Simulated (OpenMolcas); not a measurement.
Er3+ among 6 point charges of -1 e arranged as a trigonal antiprism (D3d), 3.13 Å from the ion, with a polar angle of 47.6° against the regular 54.74°.
```
   0.0000    2.3121    2.1098  -1.00
  -2.0023   -1.1561    2.1098  -1.00
   2.0023   -1.1561    2.1098  -1.00
   0.0000   -2.3121   -2.1098  -1.00
   2.0023    1.1561   -2.1098  -1.00
  -2.0023    1.1561   -2.1098  -1.00
```

```
Program             : OpenMolcas
Method              : CASSCF
Basis               : ANO-RCC-VDZP [7s6p4d2f1g]
Scalar Hamiltonian  : DKH2, point nucleus
Active space        : 11 electrons in 7 orbitals (4f)
State averaging     : 2S+1 = 4 odd, 35 roots (30 in the spin-orbit step); 2S+1 = 2 odd, 69 roots kept (CI in the orbitals of an earlier block)
Spin-orbit coupling : state interaction with AMFI integrals over the reference wave functions
```

**Question.** What is the spin-free ground state (labels of D3, the rotations of D3d)?

**Answer.** 4A1, 1-fold in its orbital part, 100 % from free-ion I terms; it has the highest spin that f11 allows.

**Question.** Where is the first state of the same spin?

**Answer.** 4E at 6.56 cm-1 above the ground state.

**Question.** What are the lowest two levels with spin-orbit coupling?

**Answer.** A 2-fold level E1/2 with g = 1.21, 9.56, 9.56, then a 2-fold level E3/2 8.5 cm-1 above it. Their leading multiplicities are 4 (98 %) and 4 (98 %).

**Question.** What is χT at 300 K, and how does it compare with the textbook value?

**Answer.** Hund's rules give f11 the level 4I15/2 with g = 1.200, so an isolated free-ion multiplet has χT = g² J(J+1) / 8 = 11.475 cm3 K/mol. The computed 11.430 at 300 K differs by 0 %, through the field's splitting, the mixing of terms and any other multiplet in reach.

High states are left out of the spin-orbit mixing, which shifts the levels that they would mix with. Point charges carry no covalency, so the field is a model and not that of real ligands. An unlabelled pair can be two single states that coincide in this model. The first state left out of the spin-orbit step lies near 45000 cm-1 above the lowest spin-free state of the reference (among the parities and spins computed), and the lists stop at four fifths of that energy or lower. No measured value stands beside these numbers.
